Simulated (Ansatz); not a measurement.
Cost and result for the atomization energy of `[SiH3][TeH]` (6 atoms, 5 bonds).

Total charge 0; spin multiplicity 1. Correlated methods include outer-core shells of Te, which these sets cover unevenly. Te takes the def2 core potential. The geometry is a stationary point of PBE0-D4/def2-TZVP. Program: Ansatz. All runs use 2 threads of a server CPU on a shared host. Times are those of one run each, without the atoms' runs, and a repeat can differ threefold. Electronic energies, without spin–orbit coupling; frozen cores. CCSD(T)/CBS adds CCSD(T) − MP2 in def2-TZVPP to the MP2 limit, and its time is that of the two runs behind it. T1 = 0.011. With those shells the extrapolation isn't a true limit. B3LYP takes the VWN-RPA correlation (the form of Gaussian; ORCA's B3LYP/G). HSE06 is the plane-wave form, built on full-range PBE exchange.

CCSD(T)/CBS is a level of theory with its own doubt, some kJ/mol a heavy atom from the limit and from the frozen cores, so smaller differences don't rank the functionals.

```json
{"level": "CCSD(T)/def2-SVP", "functions": "64", "wall time": "1.4 s", "atomization (kcal/mol)": "338.5", "difference from CCSD(T)/CBS": "-33.2", "per bond": "-6.7"}
{"level": "revPBE-D4/def2-TZVPP", "functions": "148", "wall time": "1.4 s", "atomization (kcal/mol)": "357.8", "difference from CCSD(T)/CBS": "-13.9", "per bond": "-2.8"}
{"level": "BLYP-D4/def2-TZVPP", "functions": "148", "wall time": "1.6 s", "atomization (kcal/mol)": "363.5", "difference from CCSD(T)/CBS": "-8.2", "per bond": "-1.6"}
{"level": "PBE0-D4/def2-TZVPP", "functions": "148", "wall time": "1.9 s", "atomization (kcal/mol)": "361.6", "difference from CCSD(T)/CBS": "-10.1", "per bond": "-2.0"}
{"level": "BHLYP-D4/def2-TZVPP", "functions": "148", "wall time": "2.1 s", "atomization (kcal/mol)": "362.9", "difference from CCSD(T)/CBS": "-8.8", "per bond": "-1.8"}
{"level": "HSE06-D4/def2-TZVPP", "functions": "148", "wall time": "2.3 s", "atomization (kcal/mol)": "361.6", "difference from CCSD(T)/CBS": "-10.1", "per bond": "-2.0"}
{"level": "B3LYP-D4/def2-TZVPP (with forces)", "functions": "148", "wall time": "2.8 s", "atomization (kcal/mol)": "367.5", "difference from CCSD(T)/CBS": "-4.2", "per bond": "-0.9"}
{"level": "r2SCAN-D4/def2-TZVPP (with forces)", "functions": "148", "wall time": "3.9 s", "atomization (kcal/mol)": "365.8", "difference from CCSD(T)/CBS": "-5.9", "per bond": "-1.2"}
{"level": "PBE-QIDH/def2-TZVPP", "functions": "148", "wall time": "3.9 s", "atomization (kcal/mol)": "360.6", "difference from CCSD(T)/CBS": "-11.1", "per bond": "-2.2"}
{"level": "ωB97M-V/def2-TZVPP (with forces)", "functions": "148", "wall time": "9 s", "atomization (kcal/mol)": "365.4", "difference from CCSD(T)/CBS": "-6.3", "per bond": "-1.3"}
{"level": "MP2/def2-QZVPP", "functions": "272", "wall time": "9 s", "atomization (kcal/mol)": "360.7", "difference from CCSD(T)/CBS": "-11.0", "per bond": "-2.2"}
{"level": "CCSD(T)/def2-TZVPP", "functions": "148", "wall time": "27 s", "atomization (kcal/mol)": "359.1", "difference from CCSD(T)/CBS": "-12.6", "per bond": "-2.5"}
{"level": "CCSD(T)/CBS(def2)", "functions": "–", "wall time": "36 s", "atomization (kcal/mol)": "371.7", "difference from CCSD(T)/CBS": "0.0", "per bond": "0.0"}
```

The D4 term adds +4.4 kcal/mol with B3LYP and +2.3 kcal/mol with PBE0; it sums over pairs of atoms, weighted by their polarisabilities, and B3LYP, whose exchange is more repulsive, gets the larger term. At CCSD(T), def2-SVP lies −33.3 kcal/mol from the extrapolated value and def2-TZVPP −12.6 kcal/mol: correlation converges slowly with the basis, and small sets miss more of it in the bonded molecule than in its fragments. From r2SCAN to r2SCAN0 (25 % exact exchange), in def2-TZVPP and without D4, the atomization energy moves by −2.8 kcal/mol: exact exchange takes away binding that semilocal exchange gives to molecules.

Spin–orbit coupling would lower the free Te atoms strongly, and the atomization energy with them, by more than many differences here.
